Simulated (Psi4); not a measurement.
H$_{9}$PSi$_{3}$, triplet, at the geometry of the source list (a higher spin typed on purpose: for a closed-shell molecule this is an excited state); B3LYP/def2-SV(P) (Psi4).

Input for Psi4:
```
memory 2 GB

molecule {
0 3
Si   -0.67310000    1.76730000   -0.64830000
P     0.24000000   -0.23330000   -0.97070000
Si    1.93000000   -0.21970000    0.47290000
Si   -1.21900000   -1.58440000    0.02230000
H     0.29470000    2.75260000   -1.12500000
H    -0.98700000    2.02670000    0.76020000
H    -1.90120000    1.80100000   -1.43910000
H     2.88610000    0.77450000   -0.00870000
H     2.50540000   -1.56260000    0.45900000
H     1.50880000    0.12150000    1.83530000
H    -0.62950000   -2.92110000    0.01040000
H    -2.44460000   -1.53560000   -0.77150000
H    -1.51050000   -1.18700000    1.40320000
}

set {
  basis def2-sv(p)
  reference uks
  cholesky_tolerance 1e-3
  scf_type cd
}

energy('b3lyp')
print_variables()
```

It wrote (shortened):

```
   => Loading Basis Set <=

    Name: DEF2-SV(P)
    Role: ORBITAL
    Keyword: BASIS

         ---------------------------------------------------------
                                   SCF
               by Justin Turney, Rob Parrish, Andy Simmonett
                          and Daniel G. A. Smith
                              UKS Reference
         ---------------------------------------------------------

  ==> Geometry <==

    Molecular point group: c1
    Full point group: C1

    Geometry (in Angstrom), charge = 0, multiplicity = 3:

       Center              X                  Y                   Z               Mass
    ------------   -----------------  -----------------  -----------------  -----------------
         SI          -0.739355751522     1.831697007010    -0.380367648125    27.976926534650
         P            0.173744248478    -0.168902992990    -0.702767648125    30.973761998420
         SI           1.863744248478    -0.155302992990     0.740832351875    27.976926534650
         SI          -1.285255751522    -1.520002992990     0.290232351875    27.976926534650
         H            0.228444248478     2.816997007010    -0.857067648125     1.007825032230
         H           -1.053255751522     2.091097007010     1.028132351875     1.007825032230
         H           -1.967455751522     1.865397007010    -1.171167648125     1.007825032230
         H            2.819844248478     0.838897007010     0.259232351875     1.007825032230
         H            2.439144248478    -1.498202992990     0.726932351875     1.007825032230
         H            1.442544248478     0.185897007010     2.103232351875     1.007825032230
         H           -0.695755751522    -2.856702992990     0.278332351875     1.007825032230
         H           -2.510855751522    -1.471202992990    -0.503567648125     1.007825032230
         H           -1.576755751522    -1.122602992990     1.671132351875     1.007825032230

  Running in c1 symmetry.

  Rotational constants: A =      0.07333  B =      0.07333  C =      0.04228 [cm^-1]
  Rotational constants: A =   2198.46791  B =   2198.42049  C =   1267.40880 [MHz]
  Nuclear repulsion =  347.570808604869512

  Charge       = 0
  Multiplicity = 3
  Electrons    = 66
  Nalpha       = 34
  Nbeta        = 32

  ==> Algorithm <==

  SCF Algorithm Type is CD.
  DIIS enabled.
  MOM disabled.
  Fractional occupation disabled.
  Guess Type is SAD.
  Energy threshold   = 1.00e-06
  Density threshold  = 1.00e-06
  Integral threshold = 1.00e-12

  ==> Primary Basis <==

  Basis Set: DEF2-SV(P)
    Blend: DEF2-SV(P)
    Number of shells: 50
    Number of basis functions: 90
    Number of Cartesian functions: 94
    Spherical Harmonics?: true
    Max angular momentum: 2

  ==> DFT Potential <==

   => LibXC <=

    Version 7.1.2
    S. Lehtola, C. Steigemann, M. J. T. Oliveira, and M. A. L. Marques,  SoftwareX 7, 1–5 (2018) (10.1016/j.softx.2017.11.002)

   => Composite Functional: B3LYP <=

    B3LYP Hyb-GGA Exchange-Correlation Functional

    P. J. Stephens, F. J. Devlin, C. F. Chabalowski, and M. J. Frisch,  J. Phys. Chem. 98, 11623 (1994) (10.1021/j100096a001)

    Deriv               =              1
    GGA                 =           TRUE
    Meta                =          FALSE

    Exchange Hybrid     =           TRUE
    MP2 Hybrid          =          FALSE

   => Exchange Functionals <=

    0.0800   Slater exchange
    0.7200         Becke 88

   => Exact (HF) Exchange <=

    0.2000               HF

   => Correlation Functionals <=

    0.1900   Vosko, Wilk & Nusair (VWN5_RPA)
    0.8100   Lee, Yang & Parr

   => LibXC Density Thresholds  <==

    XC_HYB_GGA_XC_B3LYP:  1.00E-15

   => Molecular Quadrature <=

    Radial Scheme          =       TREUTLER
    Pruning Scheme         =           NONE
    Nuclear Scheme         =       TREUTLER

    Blocking Scheme        =         OCTREE
    BS radius alpha        =              1
    Pruning alpha          =              1
[...]
  Reciprocal condition number of the overlap matrix is 1.2111118074E-03.
    Using symmetric orthogonalization.

  ==> Pre-Iterations <==

  SCF Guess: Superposition of Atomic Densities via on-the-fly atomic UHF (no occupation information).

   -------------------------
    Irrep   Nso     Nmo
   -------------------------
     A         90      90
   -------------------------
    Total      90      90
   -------------------------

  ==> Iterations <==

                        Total Energy        Delta E     RMS |[F,P]|

   @UKS iter SAD: -1214.46309704246187   -1.21446e+03   0.00000e+00
   @UKS iter   1: -1214.62788691387254   -1.64790e-01   3.62644e-03 DIIS/ADIIS
   @UKS iter   2: -1214.66743239863490   -3.95455e-02   2.89686e-03 DIIS/ADIIS
   @UKS iter   3: -1214.71642549996341   -4.89931e-02   6.53162e-04 DIIS/ADIIS
   @UKS iter   4: -1214.71907395306607   -2.64845e-03   1.39627e-04 DIIS/ADIIS
   @UKS iter   5: -1214.71922186838333   -1.47915e-04   7.17031e-05 DIIS
   @UKS iter   6: -1214.71926154528865   -3.96769e-05   1.57415e-05 DIIS
   @UKS iter   7: -1214.71926599541052   -4.45012e-06   4.77383e-06 DIIS
   @UKS iter   8: -1214.71926724693071   -1.25152e-06   1.95029e-06 DIIS
   @UKS iter   9: -1214.71926757100391   -3.24073e-07   8.93493e-07 DIIS
  Energy and wave function converged.

  ==> Post-Iterations <==

   Electrons on quadrature grid:
      Nalpha   =   33.9999580413 ; deviation = -4.196e-05
      Nbeta    =   31.9999833243 ; deviation = -1.668e-05
      Ntotal   =   65.9999413655 ; deviation = -5.863e-05

   @Spin Contamination Metric:   4.402402890E-03
   @S^2 Expected:                2.000000000E+00
   @S^2 Observed:                2.004402403E+00
   @S   Expected:                1.000000000E+00
   @S   Observed:                1.000000000E+00

    Orbital Energies [Eh]
    ---------------------

    Alpha Occupied:

[...]
      34A     -0.053468

    Alpha Virtual:

[...]
    Beta Occupied:

[...]
    Beta Virtual:

[...]
      90A      1.096166

    Final Occupation by Irrep:
              A
    DOCC [    32 ]
    SOCC [     2 ]
    NA   [    34 ]
    NB   [    32 ]

  @UKS Final Energy: -1214.71926757100391

   => Energetics <=

    Nuclear Repulsion Energy =            347.5708086048695122
    One-Electron Energy =               -2372.3952167096181256
    Two-Electron Energy =                 882.1615130278378274
    DFT Exchange-Correlation Energy =     -72.0563724940929546
    Empirical Dispersion Energy =           0.0000000000000000
    VV10 Nonlocal Energy =                  0.0000000000000000
    Total Energy =                      -1214.7192675710039111

  UHF NO Occupations:
  HONO-2 :   32  A 1.9989123
  HONO-1 :   33  A 1.0000000
  HONO-0 :   34  A 1.0000000
  LUNO+0 :   35  A 0.0010877
  LUNO+1 :   36  A 0.0002862
  LUNO+2 :   37  A 0.0002818
  LUNO+3 :   38  A 0.0002316

Computation Completed

Properties will be evaluated at   0.000000,   0.000000,   0.000000 [a0]

Properties computed using the SCF density matrix

 Multipole Moments:

 ------------------------------------------------------------------------------------
     Multipole            Electronic (a.u.)      Nuclear  (a.u.)        Total (a.u.)
 ------------------------------------------------------------------------------------

 L = 1.  Multiply by 2.5417464519 to convert [e a0] to [Debye]
 Dipole X            :          1.0609648           -0.9828080            0.0781568
 Dipole Y            :         -1.0215350            0.9552612           -0.0662737
 Dipole Z            :         -4.2694244            3.9749165           -0.2945079
 Magnitude           :                                                    0.3118262

 ------------------------------------------------------------------------------------

  Variable Map:
  ----------------------------------------------------------------------------
[...]
  Array Variable Map:
  ----------------------------------------------------------------------------
[...]
[...]
```
